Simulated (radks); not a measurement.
Spin polarisation of the 4s1 shell in the calcium ion Ca+. Start: [Ar] 4s(up 0.5, down 0.5); electrons of 4s are moved from spin down to spin up, other shells keep equal spins. Calculated with a radial shooting solver on a logarithmic mesh with Libxc functionals: scalar-relativistic Kohn-Sham, PBE, spin-polarised, spherical densities, point nucleus.

| moment (Bohr magnetons) | E - E(0) (eV) | e(4s up) (eV) | e(4s down) (eV) | 3p down minus up (eV) | 3s down minus up (eV) | 2p down minus up (eV) |
|---|---|---|---|---|---|---|
| 0 | 0.000 | -8.966 | -8.966 | 0.000 | 0.000 | 0.000 |
| 0.25 | -0.013 | -9.071 | -8.857 | 0.037 | 0.029 | 0.007 |
| 0.5 | -0.053 | -9.171 | -8.750 | 0.075 | 0.058 | 0.015 |
| 0.75 | -0.118 | -9.261 | -8.640 | 0.113 | 0.088 | 0.022 |

At moment 0.75 the spin-polarisation energy is -0.118 eV and the 4s exchange splitting 0.621 eV, that is 0.828 eV per Bohr magneton; E = -I m^2/4 would give I = 0.841 eV.
